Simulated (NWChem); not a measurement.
AlHCl2; SMILES [Cl][AlH][Cl]

```xyz
4

Al     0.0000     0.0000    -0.6928
H      0.0000     0.0000    -2.2707
Cl    -1.8059     0.0000     0.3895
Cl     1.8059     0.0000     0.3895
```
Atoms are numbered in this order, from 1.

Results from NWChem. Pople sets run with spherical d functions. All runs use the structure optimised with PBE-D3(BJ)/def2-SVP. Vzz is the largest principal value of the second derivative of the potential at the nucleus (NWChem prints the opposite sign); η is the asymmetry. Non-relativistic.

| level | Vzz Al1 (a.u.) | η Al1 | Vzz Cl4 (a.u.) | η Cl4 | relative time |
|---|---|---|---|---|---|
| CAM-B3LYP/6-31G* | 0.800 | 0.56 | 1.347 | 0.39 | 2 |
| CAM-B3LYP/def2-SVP | 0.870 | 0.53 | 1.304 | 0.34 | 1 |
| PBE/cc-pVTZ | 1.034 | 0.43 | 1.249 | 0.46 | 10 |
| PBE/def2-SVP | 0.796 | 0.56 | 1.276 | 0.38 | 1 |

The last column is a rough cost ratio, cheapest run = 1.
